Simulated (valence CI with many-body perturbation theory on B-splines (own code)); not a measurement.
Forbidden lines of W³³⁺

Computed by relativistic CI+MBPT: five valence electrons over a frozen Dirac-Fock core [Kr], radial functions for each j: 7 s, 7 p, 8 d, 6 f, 4 g, 1 h, with the one-electron correlation potential Σ1 (screened to all orders), the two-electron term Σ2, the three-electron term Σ3, Breit, model QED; selected single and double excitations, second order for the rest (own B-spline code, finite nucleus).

No measured spectrum was set against this ion. As an estimate, large intervals hold to a few tenths of a per cent, small ones and those within an open d or f shell to about a per cent. Only levels of the ground parity were solved; by the run's estimate the other parity begins above the list, which can be wrong where configurations are misplaced.

Lines 1 to 50 of 120 in falling wavelength, among levels below 77.183 eV, chosen from the decays that carry over 1 % of a level's rate. Wavelengths and rates use the calculated energies. Electric multipoles are in the length gauge, E1 and E2 with the static RPA response of the core. Weak lines are less certain than strong ones. Lines between different terms over intervals too small for the method are left out, as are lines whose strength nearly cancels. Branching is blank where the lifetime is uncertain.

Levels are named by their leading jj configuration (3d3/2^4 stands for four electrons in 3d with j = 3/2), which in mixed levels can hold well under half, so a name can repeat and another be missing. Letters in brackets count levels of one name in rising energy.

| λ vac (nm) | Upper | Lower | Type | A (s⁻¹) | Branch % |
| --- | --- | --- | --- | --- | --- |
| 1298 | (4d3/2^3 4d5/2^2) J=11/2 | (4d3/2^3 4d5/2^2) J=7/2 [a] | E2 | 2.79e-07 |  |
| 826.8 | (4d3/2^3 4d5/2^2) J=9/2 | (4d3/2^3 4d5/2^2) J=11/2 | M1 | 1.72e+01 | 15.2 |
| 647.0 | (4d3/2^3 4d5/2^2) J=7/2 [b] | (4d3/2^3 4d5/2^2) J=5/2 [b] | M1 | 2.75e+01 | 1.6 |
| 505.1 | (4d3/2^3 4d5/2^2) J=9/2 | (4d3/2^3 4d5/2^2) J=7/2 [a] | M1 | 8.83e+01 | 77.9 |
| 419.7 | (4d3/2^3 4d5/2^2) J=5/2 [b] | (4d3/2^3 4d5/2^2) J=3/2 [a] | M1 | 1.25e+02 | 3.1 |
| 324.7 | (4d3/2^3 4d5/2^2) J=1/2 | (4d3/2^3 4d5/2^2) J=3/2 [a] | M1 | 7.80e+02 | 96.8 |
| 268.1 | (4d3/2^3 4d5/2^2) J=7/2 [a] | (4d3/2^3 4d5/2^2) J=5/2 [a] | M1 | 5.49e+02 | 2.5 |
| 231.2 | (4d3/2^3 4d5/2^2) J=7/2 [b] | (4d3/2^3 4d5/2^2) J=7/2 [a] | M1 | 1.91e+02 | 11.0 |
| 195.1 | (4d3/2^2 4d5/2^3) J=1/2 [b] | (4d3/2^2 4d5/2^3) J=3/2 [a] | M1 | 1.36e+03 | 2.2 |
| 193.3 | (4d3/2^3 4d5/2^2) J=3/2 [b] | (4d3/2^3 4d5/2^2) J=1/2 | M1 | 1.80e+02 | 2.0 |
| 187.6 | (4d3/2^2 4d5/2^3) J=7/2 [b] | (4d3/2^2 4d5/2^3) J=7/2 [a] | M1 | 3.96e+02 | 1.9 |
| 181.8 | (4d3/2^2 4d5/2^3) J=9/2 [c] | (4d3/2^2 4d5/2^3) J=9/2 [b] | M1 | 1.19e+03 | 4.9 |
| 176.3 | (4d3/2^2 4d5/2^3) J=1/2 [a] | (4d3/2^3 4d5/2^2) J=3/2 [b] | M1 | 1.78e+03 | 2.7 |
| 170.4 | (4d3/2^3 4d5/2^2) J=3/2 [b] | (4d3/2^3 4d5/2^2) J=5/2 [b] | M1 | 4.80e+02 | 5.3 |
| 153.6 | (4d3/2^3 4d5/2^2) J=5/2 [b] | (4d3/2^3 4d5/2^2) J=5/2 [a] | M1 | 3.15e+03 | 77.7 |
| 148.2 | (4d3/2^2 4d5/2^3) J=5/2 [b] | (4d3/2^3 4d5/2^2) J=3/2 [b] | M1 | 1.66e+03 | 2.9 |
| 144.2 | (4d3/2^2 4d5/2^3) J=3/2 [c] | (4d3/2^2 4d5/2^3) J=1/2 [b] | M1 | 7.95e+02 | 3.0 |
| 121.2 | (4d3/2^3 4d5/2^2) J=3/2 [b] | (4d3/2^3 4d5/2^2) J=3/2 [a] | M1 | 1.32e+03 | 14.4 |
| 117.8 | (4d3/2^2 4d5/2^3) J=3/2 [b] | (4d3/2^2 4d5/2^3) J=5/2 [a] | M1 | 8.55e+02 | 2.8 |
| 112.8 | (4d3/2^2 4d5/2^3) J=3/2 [c] | (4d3/2^2 4d5/2^3) J=5/2 [c] | M1 | 1.56e+03 | 5.9 |
| 108.8 | (4d3/2^2 4d5/2^3) J=9/2 [a] | (4d3/2^3 4d5/2^2) J=7/2 [b] | M1 | 4.18e+03 | 11.7 |
| 104.3 | (4d3/2^2 4d5/2^3) J=5/2 [c] | (4d3/2^3 4d5/2^2) J=3/2 [b] | M1 | 1.04e+04 | 14.1 |
| 102.8 | (4d3/2^2 4d5/2^3) J=7/2 [a] | (4d3/2^3 4d5/2^2) J=5/2 [b] | M1 | 8.13e+03 | 15.4 |
| 99.65 | (4d3/2^2 4d5/2^3) J=3/2 [b] | (4d3/2^3 4d5/2^2) J=3/2 [b] | M1 | 3.06e+02 | 1.0 |
| 98.08 | (4d3/2^2 4d5/2^3) J=5/2 [a] | (4d3/2^3 4d5/2^2) J=7/2 [a] | M1 | 7.40e+03 | 7.2 |
| 97.46 | (4d3/2^3 4d5/2^2) J=5/2 [a] | (4d3/2^4 4d5/2) J=5/2 | M1 | 4.03e+04 | 100.0 |
| 95.03 | (4d3/2^2 4d5/2^3) J=7/2 [a] | (4d3/2^3 4d5/2^2) J=9/2 | M1 | 1.22e+04 | 23.0 |
| 92.22 | (4d3/2^2 4d5/2^3) J=1/2 [a] | (4d3/2^3 4d5/2^2) J=1/2 | M1 | 2.23e+04 | 33.9 |
| 91.57 | (4d3/2 4d5/2^4) J=7/2 [a] | (4d3/2^2 4d5/2^3) J=5/2 [c] | M1 | 7.53e+03 | 6.3 |
| 90.53 | (4d3/2^2 4d5/2^3) J=11/2 | (4d3/2^3 4d5/2^2) J=9/2 | M1 | 5.29e+03 | 14.5 |
| 90.32 | (4d3/2^2 4d5/2^3) J=5/2 [b] | (4d3/2^3 4d5/2^2) J=7/2 [b] | M1 | 5.79e+03 | 10.3 |
| 88.86 | (4d3/2 4d5/2^4) J=5/2 [a] | (4d3/2^2 4d5/2^3) J=3/2 [a] | M1 | 8.31e+03 | 5.1 |
| 86.88 | (4d3/2^2 4d5/2^3) J=1/2 [b] | (4d3/2^3 4d5/2^2) J=3/2 [b] | M1 | 7.32e+02 | 1.2 |
| 86.53 | (4d3/2^2 4d5/2^3) J=3/2 [a] | (4d3/2^3 4d5/2^2) J=1/2 | M1 | 3.92e+03 | 3.7 |
| 84.26 | (4d3/2 4d5/2^4) J=7/2 [a] | (4d3/2^2 4d5/2^3) J=9/2 [b] | M1 | 7.83e+03 | 6.6 |
| 84.18 | (4d3/2 4d5/2^4) J=3/2 [a] | (4d3/2^2 4d5/2^3) J=5/2 [c] | M1 | 9.53e+03 | 6.3 |
| 81.61 | (4d3/2^2 4d5/2^3) J=3/2 [a] | (4d3/2^3 4d5/2^2) J=5/2 [b] | M1 | 1.65e+04 | 15.5 |
| 81.59 | (4d3/2^2 4d5/2^3) J=11/2 | (4d3/2^3 4d5/2^2) J=11/2 | M1 | 3.11e+04 | 85.5 |
| 80.79 | (4d3/2^3 4d5/2^2) J=3/2 [b] | (4d3/2^3 4d5/2^2) J=5/2 [a] | M1 | 1.20e+03 | 13.2 |
| 79.98 | (4d3/2^2 4d5/2^3) J=7/2 [a] | (4d3/2^3 4d5/2^2) J=7/2 [a] | M1 | 1.91e+04 | 36.1 |
| 79.25 | (4d3/2^2 4d5/2^3) J=5/2 [b] | (4d3/2^3 4d5/2^2) J=5/2 [b] | M1 | 2.26e+04 | 40.1 |
| 78.62 | (4d3/2^2 4d5/2^3) J=5/2 [d] | (4d3/2^2 4d5/2^3) J=5/2 [b] | M1 | 4.45e+03 | 6.3 |
| 78.53 | (4d3/2 4d5/2^4) J=11/2 | (4d3/2^2 4d5/2^3) J=9/2 [b] | M1 | 7.57e+03 | 7.6 |
| 78.44 | (4d3/2^2 4d5/2^3) J=9/2 [a] | (4d3/2^3 4d5/2^2) J=11/2 | M1 | 1.22e+04 | 34.3 |
| 77.16 | (4d3/2^2 4d5/2^3) J=9/2 [b] | (4d3/2^3 4d5/2^2) J=7/2 [b] | M1 | 6.20e+03 | 8.3 |
| 76.43 | (4d3/2^2 4d5/2^3) J=5/2 [d] | (4d3/2^2 4d5/2^3) J=3/2 [a] | M1 | 2.40e+03 | 3.4 |
| 74.04 | (4d3/2^2 4d5/2^3) J=7/2 [b] | (4d3/2^3 4d5/2^2) J=7/2 [b] | M1 | 6.62e+03 | 32.3 |
| 73.97 | (4d3/2^2 4d5/2^3) J=9/2 [a] | (4d3/2^3 4d5/2^2) J=7/2 [a] | M1 | 1.89e+04 | 53.0 |
| 72.69 | (4d3/2 4d5/2^4) J=7/2 [a] | (4d3/2^2 4d5/2^3) J=5/2 [b] | M1 | 1.93e+04 | 16.2 |
| 72.55 | (4d3/2 4d5/2^4) J=5/2 [a] | (4d3/2^2 4d5/2^3) J=7/2 [a] | M1 | 3.09e+04 | 19.1 |
